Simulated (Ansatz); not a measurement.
Reaction (redistribution): `[F][Sn]([F])([SiH3])[Cl]` + `[CH3][V](=[NH])([F])[Cl]` → `[F][Sn]([F])([F])[SiH3]` + `[CH3][V](=[NH])([Cl])[Cl]`

Isolated molecules relaxed with PBE0-D4/def2-TZVP in Ansatz; ΔE leaves out vibrations. CBS: MP2 limit from def2 TZ/QZ plus the TZ coupled-cluster correction, frozen cores. Functionals use def2-TZVPP. Elements past krypton have def2 core potentials. For Sn, V outer-core shells are correlated without core-valence functions, which leaves a few kJ/mol of doubt a bond. Scalar relativity is left out up to krypton. One conformer a species, not always the lowest.

(1) Is it downhill or uphill in electronic energy at CCSD(T)/CBS, and by how much? (Best estimate.)

(2) What do these levels give: revPBE-D4, PBE0-D4, r2SCANh-D4, r2SCAN0-D4, B2PLYP, PBE, BLYP, r2SCAN, LC-ωPBE, HF/def2-TZVPP, HF/def2-QZVPP, MP2/CBS(def2)? (An estimate is asked.)

Largest T1 diagnostic among the species: 0.031, so the coupled-cluster value is less sure than usual.

Answers

(1) The calculation gave: Uphill: ΔE = +0.30 eV.

(2) Computed: revPBE-D4 0.40, PBE0-D4 0.41, r2SCANh-D4 0.40, r2SCAN0-D4 0.41, B2PLYP 0.26, PBE 0.41, BLYP 0.40, r2SCAN 0.40, LC-ωPBE 0.45, HF/def2-TZVPP 0.46, HF/def2-QZVPP 0.44, MP2/CBS(def2) 0.00 eV.

In def2-TZVPP, CCSD(T) changes the Hartree–Fock value by −0.14 eV (the triples alone add −0.04 eV) and MP2 by −0.43 eV. At CCSD(T), def2-SVP lies +0.11 eV from the extrapolated value and def2-TZVPP +0.03 eV.
